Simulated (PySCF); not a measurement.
SMILES [CH3][GaH][CH3] (C₂H₇Ga) (PBE0/def2-SVP optimised geometry):

```
10

Ga     0.226    -0.001     0.000
H      1.808    -0.001     0.000
C     -0.713    -1.734     0.001
H     -0.445    -2.308    -0.902
H     -1.808    -1.632     0.035
H     -0.390    -2.341     0.862
C     -0.713     1.733     0.000
H     -0.388     2.341    -0.860
H     -0.445     2.305     0.904
H     -1.807     1.632    -0.036
```

Level of theory: PBE0/def2-TZVP run with PySCF.

### Question
What are the frontier orbital energies and the dipole moment?

### Answer
HOMO-2 -10.80 eV, HOMO-1 -7.82 eV, HOMO -7.68 eV, LUMO -0.94 eV, LUMO+1 0.80 eV; dipole moment 0.59 D.

On the same geometry PySCF 2.14.0 with PBE/def2-TZVP gives HOMO-2 -9.32 eV, HOMO-1 -6.59 eV, HOMO -6.47 eV, LUMO -1.75 eV, LUMO+1 0.01 eV; dipole moment 0.62 D.

Meta-Löwdin charges at PBE0/def2-TZVP: Ga1 0.52, H2 -0.10, C3 -0.59, H4 0.13, H5 0.12, H6 0.13, C7 -0.59, H8 0.13, H9 0.13, H10 0.12.
